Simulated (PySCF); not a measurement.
In(F)(vinyl)2 (C4H6FIn), SMILES [F][In]([CH]=C)[CH]=C.

Coordinates come from a PBE0-D3(BJ)/def2-SVP optimisation. The def2 effective core potentials stand for the cores of In; spin–orbit coupling is left out. The values are those of a single conformer.

Computed with PBE0-D3(BJ)/def2-SVP (PySCF 2.14.0).

Frequencies are harmonic and unscaled.

Computed normal modes with their intensities:
```json
[
 {"mode": "1", "ν (cm⁻¹)": "51", "IR (km/mol)": "1.2", "moving atoms (share of kinetic energy)": "C 46 %, H 22 %, In 17 %, F 15 %"},
 {"mode": "2", "ν (cm⁻¹)": "57", "IR (km/mol)": "0.1", "moving atoms (share of kinetic energy)": "C 60 %, H 20 %, In 17 %"},
 {"mode": "3", "ν (cm⁻¹)": "86", "IR (km/mol)": "0.1", "moving atoms (share of kinetic energy)": "C 55 %, H 38 %"},
 {"mode": "4", "ν (cm⁻¹)": "111", "IR (km/mol)": "16.0", "moving atoms (share of kinetic energy)": "F 65 %, C 20 %, H 8 %"},
 {"mode": "5", "ν (cm⁻¹)": "161", "IR (km/mol)": "6.8", "moving atoms (share of kinetic energy)": "H 36 %, C 35 %, In 16 %, F 14 %"},
 {"mode": "6", "ν (cm⁻¹)": "246", "IR (km/mol)": "9.0", "moving atoms (share of kinetic energy)": "C 70 %, H 18 %"},
 {"mode": "7", "ν (cm⁻¹)": "292", "IR (km/mol)": "15.5", "moving atoms (share of kinetic energy)": "C 61 %, H 19 %, In 19 %"},
 {"mode": "8", "ν (cm⁻¹)": "435", "IR (km/mol)": "1.8", "moving atoms (share of kinetic energy)": "H 75 %, C 24 %"},
 {"mode": "9", "ν (cm⁻¹)": "477", "IR (km/mol)": "65.5", "moving atoms (share of kinetic energy)": "H 66 %, C 31 %"},
 {"mode": "10", "ν (cm⁻¹)": "497", "IR (km/mol)": "6.2", "moving atoms (share of kinetic energy)": "C 75 %, H 22 %"},
 {"mode": "11", "ν (cm⁻¹)": "549", "IR (km/mol)": "59.9", "moving atoms (share of kinetic energy)": "C 62 %, H 21 %, In 16 %"},
 {"mode": "12", "ν (cm⁻¹)": "584", "IR (km/mol)": "62.9", "moving atoms (share of kinetic energy)": "F 85 %, In 14 %"},
 {"mode": "13", "ν (cm⁻¹)": "985", "IR (km/mol)": "4.3", "moving atoms (share of kinetic energy)": "H 89 %, C 11 %"},
 {"mode": "14", "ν (cm⁻¹)": "993", "IR (km/mol)": "31.8", "moving atoms (share of kinetic energy)": "H 72 %, C 28 %"},
 {"mode": "15", "ν (cm⁻¹)": "993", "IR (km/mol)": "9.2", "moving atoms (share of kinetic energy)": "H 88 %, C 12 %"},
 {"mode": "16", "ν (cm⁻¹)": "1011", "IR (km/mol)": "18.4", "moving atoms (share of kinetic energy)": "H 72 %, C 28 %"},
 {"mode": "17", "ν (cm⁻¹)": "1046", "IR (km/mol)": "13.7", "moving atoms (share of kinetic energy)": "H 94 %"},
 {"mode": "18", "ν (cm⁻¹)": "1048", "IR (km/mol)": "22.9", "moving atoms (share of kinetic energy)": "H 93 %"},
 {"mode": "19", "ν (cm⁻¹)": "1241", "IR (km/mol)": "34.2", "moving atoms (share of kinetic energy)": "H 71 %, C 29 %"},
 {"mode": "20", "ν (cm⁻¹)": "1248", "IR (km/mol)": "0.9", "moving atoms (share of kinetic energy)": "H 73 %, C 27 %"},
 {"mode": "21", "ν (cm⁻¹)": "1406", "IR (km/mol)": "10.9", "moving atoms (share of kinetic energy)": "H 84 %, C 16 %"},
 {"mode": "22", "ν (cm⁻¹)": "1417", "IR (km/mol)": "9.4", "moving atoms (share of kinetic energy)": "H 84 %, C 16 %"},
 {"mode": "23", "ν (cm⁻¹)": "1657", "IR (km/mol)": "5.3", "moving atoms (share of kinetic energy)": "C 85 %, H 15 %"},
 {"mode": "24", "ν (cm⁻¹)": "1668", "IR (km/mol)": "5.5", "moving atoms (share of kinetic energy)": "C 85 %, H 15 %"},
 {"mode": "25", "ν (cm⁻¹)": "3125", "IR (km/mol)": "18.3", "moving atoms (share of kinetic energy)": "H 95 %"},
 {"mode": "26", "ν (cm⁻¹)": "3127", "IR (km/mol)": "17.0", "moving atoms (share of kinetic energy)": "H 95 %"},
 {"mode": "27", "ν (cm⁻¹)": "3175", "IR (km/mol)": "5.0", "moving atoms (share of kinetic energy)": "H 91 %, C 9 %"},
 {"mode": "28", "ν (cm⁻¹)": "3179", "IR (km/mol)": "8.6", "moving atoms (share of kinetic energy)": "H 91 %, C 9 %"},
 {"mode": "29", "ν (cm⁻¹)": "3219", "IR (km/mol)": "5.8", "moving atoms (share of kinetic energy)": "H 89 %, C 11 %"},
 {"mode": "30", "ν (cm⁻¹)": "3228", "IR (km/mol)": "2.0", "moving atoms (share of kinetic energy)": "H 89 %, C 11 %"}
]
```
